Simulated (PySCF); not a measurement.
A side-by-side comparison of computed properties.

First species: C9H6ClF.
Cartesian coordinates in Å at the GFN2-xTB level; atoms count from 1:
```
atom  x, y, z in Å
C1     2.9235   -1.2926    0.7580
C2     1.7805   -0.9908    0.5474
C3     0.4291   -0.6503    0.2986
C4    -0.5233   -1.6549    0.1382
C5    -1.8454   -1.3382   -0.1059
C6    -2.2184   -0.0058   -0.1892
Cl7   -3.8683    0.4021   -0.4930
C8    -1.2855    1.0085   -0.0314
C9     0.0394    0.6935    0.2120
C10    1.0784    1.7642    0.3893
F11    0.5472    3.0211    0.2754
H12    3.9213   -1.5597    0.9422
H13   -0.2155   -2.6874    0.2066
H14   -2.5825   -2.1153   -0.2308
H15   -1.5890    2.0414   -0.0979
H16    1.8621    1.6769   -0.3736
H17    1.5393    1.6995    1.3829
```

Second species: C3H9ClSSi2.
InChI=1S/C3H9ClSSi2/c4-1-2-7-3-5-6/h1-2H,3,7H2,6H3/b2-1-

Levels: PBE0/pcSseg-1 for dipole moment, HOMO energy, LUMO energy and HOMO–LUMO gap; GFN2-xTB for rotational constant A and rotational constant C. Geometries: GFN2-xTB. All species are isolated and taken at one optimised geometry, non-relativistic unless stated; the electronic structure was computed with PySCF and density fitting.

Dipoles, sizes and rotational constants follow the conformer. The torsions of the flexible species, by atom-mapped SMILES:
- `[CH:1]#[C:2][c:3]1[cH:4][cH:5][c:6]([Cl:7])[cH:8][c:9]1[CH2:10][F:11]`: C8–C9–C10–F11 0°
- `[SiH3:1][S:2][CH2:3][SiH2:4]/[CH:5]=[CH:6]\[Cl:7]`: Si1–S2–C3–Si4 83°, S2–C3–Si4–C5 50°, C3–Si4–C5–C6 177°

(1) Which of the two has the higher HOMO–LUMO gap, and by how much?

(2) Which of the two has the higher dipole moment, and by how much?

(3) Which of the two has the higher rotational constant A, and by how much?

(4) Which of the two has the higher HOMO energy, and by how much?

(5) Which of the two has the higher LUMO energy, and by how much?

## Answers

(1) The second: 6.05 eV against 5.58 eV, a difference of 0.47 eV.

(2) The first: 2.48 D against 0.63 D, a difference of 1.85 D.

(3) The second: 2.630 GHz against 1.482 GHz, a difference of 1.148 GHz.

(4) The second: -6.77 eV against -7.03 eV, a difference of 0.26 eV.

(5) The second: -0.72 eV against -1.45 eV, a difference of 0.73 eV.

On the first: The dipole matches unit charges of opposite sign 0.52 Å apart (1 e·Å = 4.8032 D).

On the second: In atomic units the dipole is 0.25 e·bohr (1 au = 2.5417 D).
